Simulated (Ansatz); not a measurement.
Geometry optimisation, Ansatz, UHF/def2-SVP.

Input:

```yaml
crystal:
  periodic: [false, false, false]
  atoms:
    - { symbol: B, position_ang: [0.01759, -0.184755, -0.111147] }
    - { symbol: H, position_ang: [0.22135, -0.517989, 1.016341] }
    - { symbol: O, position_ang: [0.948708, -0.220873, -1.066878] }
    - { symbol: H, position_ang: [1.794719, -0.526639, -0.781108] }
    - { symbol: F, position_ang: [-1.18484, 0.237258, -0.439534] }
    - { symbol: O, position_ang: [0.105756, -0.14831, 3.199694] }
    - { symbol: H, position_ang: [-0.818784, -0.391692, 3.234832] }
magnetization:
  spin_polarized: true
  initial_magnetization: 1
basis:
  gaussian: { orbitals: def2-SVP }
hamiltonian:
  xc: hf
relax:
  f_tol: 0.03
  max_steps: 50
output:
  orbitals: {}
```

Command:

```bash
$ ansatz run input.yaml --threads 1 --pin off --max-ram 2048MiB --backend cpu --events-out ev --progress --plain --runs-dir out
```

Question: Where does it end, and by what steps?

Answer: The forces met the threshold. After 30 steps the energy has fallen by 0.210 eV; H2 moved furthest, 1.49 Å.

```csv
step,energy less start (eV),largest force component (eV/Å),accepted
0,0.0000,0.233,yes
2,-0.0371,0.909,yes
4,0.0341,2.682,no
6,-0.0667,0.109,yes
8,-0.0442,1.481,no
10,-0.0718,0.297,yes
12,-0.0854,0.556,yes
14,-0.0826,0.856,no
16,-0.1444,0.194,yes
18,-0.1699,0.918,yes
20,-0.1880,0.436,yes
22,-0.1985,0.083,yes
24,-0.1920,0.729,no
26,-0.2072,0.193,yes
28,-0.2090,0.130,yes
30,-0.2099,0.027,yes
```

```xyz
7
Properties=species:S:1:pos:R:3
B -0.009 -0.567 0.045
H 0.161 -1.743 0.170
O 0.907 0.270 -0.444
H 1.738 -0.127 -0.650
F -1.185 -0.055 0.370
O 0.144 0.051 2.952
H -0.672 0.417 2.608
```

Time of the run: 50 s on 1 thread of Arm Neoverse V2, with other jobs on the host, peak memory 0.14 GiB.
